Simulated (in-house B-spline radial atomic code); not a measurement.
Mn⁺. Computed with a B-spline radial atomic code. Model: all-electron spherical atom, spin shells full or empty, radial basis limit, no spin-orbit coupling, Breit or QED, empty-state partial waves extrapolated as (l+1/2)^-4, RPA, G0W0 and static COHSEX of the highest shell as one setting changes (uncorrelated shells keep exact exchange).

In a row where one electron alone is correlated, RPA and GW hold only self-correlation.

Given: element Mn; charge 1; filled core Ar; hamiltonian one-electron scalar X2C; mean-field start r2SCAN; highest l of empty states 9; nuclear rms radius 3.7057 fm; highest mean-field shell 4s up.

Shell: 3d 5 0, 4s 1 0 (electrons up and down).

| lowest nl shells left uncorrelated | RPA correlation energy (hartree) | G0W0 level (eV) | G0W0 minus most complete (meV) | COHSEX level (eV) |
| --- | --- | --- | --- | --- |
| 0 | -1.5988 | -16.415 | 0 | -17.855 |
| 1 | ? | ? | ? | ? |
| 2 | ? | ? | ? | ? |
| 3 | -0.85167 | -16.404 | 10.8 | -17.836 |
| 4 | -0.68841 | -16.453 | -38.2 | -17.937 |
| 5 | -0.21537 | -16.284 | 131.1 | -17.706 |
| 6 | -0.019086 | -15.824 | 591 | -16.865 |

(1) What follows for lowest nl shells left uncorrelated = 1?

(2) What follows for lowest nl shells left uncorrelated = 2?

## Answers

(1) RPA correlation energy -1.4557 hartree; G0W0 level -16.415 eV; G0W0 minus most complete 0.3 meV; COHSEX level -17.854 eV.

(2) RPA correlation energy -1.2938 hartree; G0W0 level -16.419 eV; G0W0 minus most complete -3.7 meV; COHSEX level -17.863 eV.
